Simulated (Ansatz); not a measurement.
Correlation energies of C$_{2}$H$_{6}$ClNSi by basis set

```csv
atom,x (Å),y (Å),z (Å)
N1,-0.230,-0.968,-1.138
C2,0.650,-0.240,-0.446
C3,0.730,-0.188,0.953
Si4,-0.482,1.461,1.151
Cl5,-2.341,0.493,0.626
H6,-0.403,-0.715,-2.097
H7,-1.042,-1.313,-0.643
H8,1.358,0.325,-1.041
H9,1.691,0.110,1.358
H10,0.236,-0.971,1.521
H11,-0.167,2.006,-0.244
```

Charge 0, multiplicity 1. The bonds changed during the relaxation, so this is another structure than the one it started from. The structure was optimised at the PBE0-D4/def2-TZVP level. It is one conformer, not always the lowest. Frozen core, restricted reference, the Gaussian-basis code of Ansatz. CBS rows extrapolate triple and quadruple zeta; past MP2 they add the triple-zeta difference.

```csv
basis,HF (Eh),MP2 corr.,CCSD corr.,(T),CCSD(T) total
def2-TZVPP,-882.17308,-0.85940,-0.90904,-0.04260,-883.12472
def2-QZVPP,-882.20083,-0.92486,–,–,–
CBS(def2),-882.20465,-0.97335,-1.02299,as TZ,-883.27024
```
